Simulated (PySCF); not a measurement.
C8H9ClOSi.
Numbering: `[CH3:1][c:2]1[c:3]([SiH3:4])[cH:5][cH:6][cH:7][c:8]1[C:9](=[O:10])[Cl:11]`

Geometry (GFN2-xTB, Å), atoms numbered from 1 in this order:
```
atom  x, y, z in Å
C1    -0.014   -1.640    1.064
C2    -0.148   -0.394    0.251
C3     0.991    0.326   -0.123
Si4    2.750   -0.236    0.308
C5     0.840    1.488   -0.872
C6    -0.406    1.952   -1.254
C7    -1.533    1.247   -0.892
C8    -1.419    0.072   -0.145
C9    -2.610   -0.703    0.193
O10   -2.697   -1.855    0.475
Cl11  -4.120    0.257    0.181
H12   -0.763   -1.681    1.852
H13    0.973   -1.709    1.513
H14   -0.171   -2.513    0.431
H15    2.973   -1.589   -0.204
H16    2.953   -0.192    1.759
H17    3.678    0.693   -0.338
H18    1.720    2.042   -1.166
H19   -0.497    2.856   -1.837
H20   -2.507    1.591   -1.198
```

NICS = −σ at a ghost point: NICS(0) at the centroid of the ring atoms, NICS(1) 1 Å to either side along the normal of their mean plane, zz for the tensor component along that normal. Level: GIAO PBE0/pcSseg-1 (PySCF, non-relativistic, gas phase) on the GFN2-xTB geometry, one conformer.

Ring bond lengths (Å), with Mayer bond orders in brackets: C2–C3 1.398 (1.39), C3–C5 1.391 (1.44), C5–C6 1.384 (1.42), C6–C7 1.377 (1.46), C7–C8 1.397 (1.36), C8–C2 1.410 (1.30).

Question: What do the NICS probes read (ppm)?

Answer: 
```tsv
ring	type	NICS(0)	NICS(1), two faces	NICS(1)zz, two faces	rms pucker (Å)	centre to ring atoms, mean (Å)
C2–C3–C5–C6–C7–C8	6-membered carbocycle; formal bonds all aromatic	-7.8	-10.8 / -11.0	-25.7 / -26.2	0.00	1.39
```

Question: What do they say, and how far can they be read as aromaticity?

Answer: 
- C2–C3–C5–C6–C7–C8: mean NICS(1)zz -25.9 ppm, shielded. For a flat ring without four-coordinate atoms the NICS criterion counts such a value as aromatic.

Question: What does the geometric index give? HOMA takes Krygowski's 1993 parameters.

Answer: 
- C2–C3–C5–C6–C7–C8: HOMA 0.96 = 1 − EN − GEO, with mean bond length 1.393 Å, EN = α(Ropt − mean)² = 0.007 and GEO = α × variance = 0.029. The geometric and the magnetic index point the same way.

Question: At the second NICS(1) probe listed for ring C2–C3–C5–C6–C7–C8, 1 Å off the ring, what do the in-plane components average?

Answer: The isotropic value is a third of the trace: (3 × -11.0 − (-26.2))/2 = -3.4 ppm.

Hardware: an Arm Neoverse V1 with one thread, shared host with 32 logical CPUs at a one-minute load of 9.3. Cost: 59 s of wall time, 1.1 GiB resident at most. This is the whole shielding run at PBE0/pcSseg-1, SCF included.
